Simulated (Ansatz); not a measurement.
Ge(OH)4 (GeO4H4). The state is a singlet with charge 0. Geometry relaxed at PBE-D4/def2-SVP.

```xyz
9

Ge    0.0001   -0.0002    0.0001
O     0.0716   -0.9304    1.5161
H     0.0616   -0.3176    2.2758
O     0.7065   -1.0544   -1.2482
H     1.3914   -1.6223   -0.8468
O     0.8355    1.5356    0.3349
H     0.5214    2.2200   -0.2862
O    -1.6136    0.4488   -0.6025
H    -1.9745   -0.2793   -1.1432
```

Q: Estimate the harmonic wavenumbers at RKS PBE-D4/def2-SVP (Ansatz, unscaled). Is this a minimum?

A: 151, 158, 212, 212, 213, 251, 272, 273, 326, 658, 709, 725, 725, 876, 899, 914, 914, 3723, 3723, 3724, 3726 cm⁻¹. Yes, no mode is imaginary beyond noise. Zero-point energy 139.9 kJ/mol. Hardware: 4 threads of Intel Xeon on a shared host. Wall time 41 s.
